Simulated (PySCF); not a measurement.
Distorted geometries of [Bi(NH2)4]−

[Bi(NH2)4]− (singlet). PySCF 2.14.0, RKS BP86, Bi def2-SVP with ECP60, N def2-SVP, H def2-SVP; non-relativistic Hamiltonian with scalar-relativistic core potentials where named; density fitting; no spin-orbit coupling. Relaxed geometry:

```xyz
13

Bi    0.8296    0.0000    0.0000
N     0.0823    1.6336    1.6336
H     0.5892    1.3612    2.5019
H     0.5892    2.5019    1.3612
N    -0.4487   -1.3102    1.3102
H    -1.0474   -0.5783    1.7378
H    -1.0474   -1.7378    0.5783
N     0.0823   -1.6336   -1.6336
H     0.5892   -2.5019   -1.3612
H     0.5892   -1.3612   -2.5019
N    -0.4487    1.3102   -1.3102
H    -1.0474    1.7378   -0.5783
H    -1.0474    0.5783   -1.7378
```

**Question.** Order these distorted geometries by energy above the relaxed one, lowest first.
A.
```xyz
13

Bi    0.8593   -0.0959    0.0258
N    -0.0389    1.7578    1.4473
H     0.7867    1.3015    2.5522
H     0.7475    2.4751    1.2734
N    -0.5655   -1.2688    1.2261
H    -1.0804   -0.5115    1.7435
H    -1.1854   -1.7236    0.7052
N     0.1549   -1.5432   -1.5497
H     0.6179   -2.3910   -1.3766
H     0.4388   -1.3723   -2.4652
N    -0.4607    1.1575   -1.3486
H    -1.0492    1.6611   -0.5718
H    -0.9612    0.5534   -1.6614
```
B.
```xyz
13

Bi    0.8288   -0.0456   -0.0377
N     0.1443    1.6705    1.5898
H     0.6174    1.3735    2.5011
H     0.5876    2.5346    1.3686
N    -0.4722   -1.3707    1.3630
H    -0.9552   -0.5252    1.8328
H    -0.9959   -1.6920    0.5908
N     0.0580   -1.7117   -1.7299
H     0.5439   -2.5103   -1.3601
H     0.5895   -1.3800   -2.4966
N    -0.5373    1.3192   -1.2764
H    -1.0304    1.8137   -0.6108
H    -1.1147    0.5242   -1.7345
```
C.
```xyz
13

Bi    0.8291    0.0342    0.0453
N     0.0222    1.6344    1.6415
H     0.5967    1.3329    2.4803
H     0.5890    2.5225    1.3638
N    -0.4660   -1.2983    1.2976
H    -1.0139   -0.6124    1.7455
H    -1.0030   -1.7503    0.5625
N     0.1018   -1.6024   -1.6184
H     0.5895   -2.4517   -1.3302
H     0.5960   -1.3587   -2.5314
N    -0.4673    1.2741   -1.3438
H    -1.0580    1.7297   -0.5723
H    -1.0521    0.5459   -1.7404
```

**Answer.** C (0.20 eV), B (0.60 eV), A (3.39 eV).

**Question.** Which forces (eV/Å) act in the one that lies 0.20 eV up?

**Answer.** 
```
Bi  -0.12 -0.20 -0.61
N    1.18  1.15  0.22
H   -0.39  0.18 -0.36
H   -0.81 -1.15  0.34
N    2.08 -1.29 -0.38
H   -1.52  1.46  0.88
H   -0.60 -0.17 -0.46
N    0.00  0.82 -0.82
H    0.43 -0.74  0.15
H   -0.35 -0.18  0.81
N    0.12  1.37  1.47
H    0.52 -0.52 -1.00
H   -0.55 -0.73 -0.24
```
Forces carry noise of the integration grid, about 0.01 to 0.03 eV/Å.
